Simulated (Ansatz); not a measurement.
Total energies of SeOCl2 (SeCl2O) from Ansatz at r2SCAN-D4/def2-TZVPD, gas phase (1 Eh = 27.2114 eV = 2625.5 kJ/mol). The reference geometry is relaxed at B3LYP-D4/def2-SVP.

Cartesian coordinates in Å:
```
Se -0.144 0.628 0.199
O 0.937 0.321 1.342
Cl 0.833 0.126 -1.773
Cl -1.626 -1.075 0.232
```

| state | geometry | energy (Eh) |
| --- | --- | --- |
| charge 0 singlet | reference | -3397.12914 |
| charge -1 doublet | reference | -3397.17937 |
| free Se atom (triplet) | – | -2401.47559 |
| free O atom (triplet) | – | -75.05928 |
| free Cl atom (doublet) | – | -460.11735 |

(1) Work out the vertical electron affinity, to the doublet.

(2) What is the binding energy per atom against free atoms?

(1) E(charge 0 singlet) − E(charge -1 doublet) = -3397.12914 − (-3397.17937) = 0.05023 Eh = 1.37 eV.

(2) Atoms: 1 × (-2401.47559) + 1 × (-75.05928) + 2 × (-460.11735) = -3396.76957 Eh. Binding: -3396.76957 − (-3397.12914) = 0.35957 Eh = 9.78 eV, or 2.45 eV for each of 4 atoms (no zero-point energy, no counterpoise term).

At r2SCAN-D4/def2-TZVPD the highest occupied level of the charge -1 doublet lies above zero (up to 1.25 eV). By energy differences its removal costs 1.37 eV (vertical, to the charge 0 singlet, at r2SCAN-D4/def2-TZVPD); a positive level beside a positive removal energy at the same level points to self-interaction error.
